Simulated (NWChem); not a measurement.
System meant: GeSiH3I, singlet; SMILES [SiH3][Ge][I]

The following NWChem deck was run.

```
start job
memory heap 200 mb stack 900 mb global 1100 mb
geometry units angstroms noautoz
  Ge     0.838215    -0.926285    -0.541151
  I     -0.154891     1.115402     0.642366
  Si    -1.171587    -2.315430    -0.088456
  H     -1.023042    -3.699336    -0.646127
  H     -2.377440    -1.683914    -0.712950
  H     -1.390935    -2.425072     1.388951
end
basis spherical
  * library def2-svp
end
ecp
  I library def2-ecp
end
dft
  odft
  mult 2
  xc b3lyp
  iterations 150
  mulliken
end
task dft energy
```

End of the output:

```
                                 NWChem DFT Module
                                 -----------------

 Summary of "ao basis" -> "ao basis" (spherical)
 ------------------------------------------------------------------------------
       Tag                 Description            Shells   Functions and Types
 ---------------- ------------------------------  ------  ---------------------
 Ge                         def2-svp                12       32   5s4p3d
 I                          def2-svp                10       26   4s4p2d
 Si                         def2-svp                 8       18   4s3p1d
 H                          def2-svp                 3        5   2s1p

 Summary of "ao basis" -> "ao basis" (spherical)
 ------------------------------------------------------------------------------
       Tag                 Description            Shells   Functions and Types
 ---------------- ------------------------------  ------  ---------------------
 Ge                         def2-svp                12       32   5s4p3d
 I                          def2-svp                10       26   4s4p2d
 Si                         def2-svp                 8       18   4s3p1d
 H                          def2-svp                 3        5   2s1p

      Symmetry analysis of basis
      --------------------------

        a'         62
        a"         29

  number of electrons :                   74
  multiplicity        :                    2
 ------------------------------------------------------------------------
  no. of electrons and multiplicity not compatible                  74
 ------------------------------------------------------------------------
 ------------------------------------------------------------------------
  current input line :
    24: task dft energy
 ------------------------------------------------------------------------
 ------------------------------------------------------------------------
 There is an error in the input file
 ------------------------------------------------------------------------
 For more information see the NWChem manual at https://nwchemgit.github.io

0: no. of electrons and multiplicity not compatible:Received an Error in Communication
```

Task: Can this run be used? If not, why, and what is the fix?

Result: The input was rejected before any calculation. Cause: the multiplicity doesn't fit the number of electrons (an even count wants an odd multiplicity, and the reverse). This input runs:
```
start job
memory heap 200 mb stack 900 mb global 1100 mb
geometry units angstroms noautoz
  Ge     0.838215    -0.926285    -0.541151
  I     -0.154891     1.115402     0.642366
  Si    -1.171587    -2.315430    -0.088456
  H     -1.023042    -3.699336    -0.646127
  H     -2.377440    -1.683914    -0.712950
  H     -1.390935    -2.425072     1.388951
end
basis spherical
  * library def2-svp
end
ecp
  I library def2-ecp
end
dft
  xc b3lyp
  iterations 150
  mulliken
end
task dft energy
```
It converges to -2665.82571 Ha (B3LYP/def2-SVP with def2 effective core potentials on I).
